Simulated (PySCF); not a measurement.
CH6GeZn. Atoms are numbered in the order given.

```xyz
9

Zn     0.0000     0.0000    -0.9126
C      0.0000     0.0000    -2.8770
H     -1.0090    -0.2026    -3.2728
H      0.6800    -0.7725    -3.2728
H      0.3290     0.9752    -3.2728
Ge     0.0000     0.0000     1.5041
H      1.4223    -0.1235     2.1091
H     -0.6042     1.2935     2.1091
H     -0.8182    -1.1700     2.1091
```

Geometry optimised at B3LYP-D3(BJ)/def2-SVP. The structure was generated by enumeration; whether it is a known compound was not checked.

All values below come from KT2/pcSseg-1 in PySCF.

GIAO shieldings, no solvent; atoms alike by connectivity are averaged. δ = σ(ref) − σ: ¹³C against TMS (σ = 185.1 ppm); ¹H against TMS (σ = 31.47 ppm); ⁷³Ge against GeH4 (σ = 1669.3 ppm), references at their B3LYP-D3(BJ)/def2-TZVP geometries, non-relativistic.

```tsv
atoms	nucleus	count	δ (ppm)
C2	¹³C	1	-2.0
H7, H8, H9	¹H	3	?
H3, H4, H5	¹H	3	0.25
Ge6	⁷³Ge	1	?
```

**Question.** Complete the blanks. (Estimate from the structure and the level; the computed values follow.)

**Answer.** 
- H7, H8, H9, δ (ppm): 3.33
- Ge6, δ (ppm): -95.1
